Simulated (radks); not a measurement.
The numbers below are computed, except where a source is named.
The neodymium ion Nd2+, 58 electrons, occupied as [Xe] 4f4 (the NIST ground configuration).

Code: a radial shooting solver on a logarithmic mesh with Libxc functionals. Model: Dirac Kohn-Sham, LDA (Slater exchange, Perdew-Wang correlation), spin-unpolarised, spherical densities, finite nucleus; open shells fill j = l - 1/2 first; Fermi nuclear charge, rms radius 4.9123 fm.

Energy parts (hartree):
part                       energy
total                  -9621.8661
kinetic                10372.8132
electron-nucleus      -23488.3140
Hartree                 3709.4950
exchange-correlation    -215.8603

Orbitals (lengths in bohr, moments of r in powers of bohr; r(max) is where P^2 peaks):
orbital,occ.,eigenvalue (hartree),r(max),small-component weight
1s1/2,2,-1592.234,0.01511,4.95e-02
2s1/2,2,-257.8553,0.08573,1.08e-02
2p1/2,2,-244.0947,0.06509,1.09e-02
2p3/2,4,-225.0063,0.07054,1.02e-02
3s1/2,2,-56.28324,0.2442,3.35e-03
3p1/2,2,-50.38977,0.2310,3.29e-03
3p3/2,4,-46.58116,0.2427,3.10e-03
3d3/2,4,-36.27248,0.1940,2.98e-03
3d5/2,6,-35.44823,0.1973,2.92e-03
4s1/2,2,-11.54970,0.5656,1.05e-03
4p1/2,2,-9.32577,0.5728,9.77e-04
4p3/2,4,-8.49502,0.5982,9.10e-04
4d3/2,4,-4.83274,0.6141,7.56e-04
4d5/2,6,-4.68612,0.6225,7.38e-04
5s1/2,2,-1.96683,1.319,2.23e-04
5p1/2,2,-1.36954,1.445,1.76e-04
5p3/2,4,-1.25543,1.520,1.59e-04
4f5/2,4,-0.54946,0.6610,3.75e-04
4f7/2,0,-0.53442,0.6664,3.68e-04

The highest occupied level is 4f5/2 at -14.951 eV. The density falls to 0.001 e/bohr^3 at r = 3.60 bohr. Summed over all electrons, <r^2> = 42.03 bohr^2, which gives a Langevin (diamagnetic) susceptibility term of -33.3 x 10^-6 cm^3/mol. The electron density at the nucleus is 4.517e+05 e/bohr^3. For comparison, the ionisation energy in NIST's Atomic Spectra Database is 22.09 eV (semi-empirical). In exact Kohn-Sham theory the highest level is minus the ionisation energy, but local and semilocal functionals leave it too shallow, through self-interaction and a potential that decays too fast; potentials with the right tail come closer.

Beside tabulated values, note that spin-unpolarised runs miss the spin-polarisation part of the exchange energy of open shells.
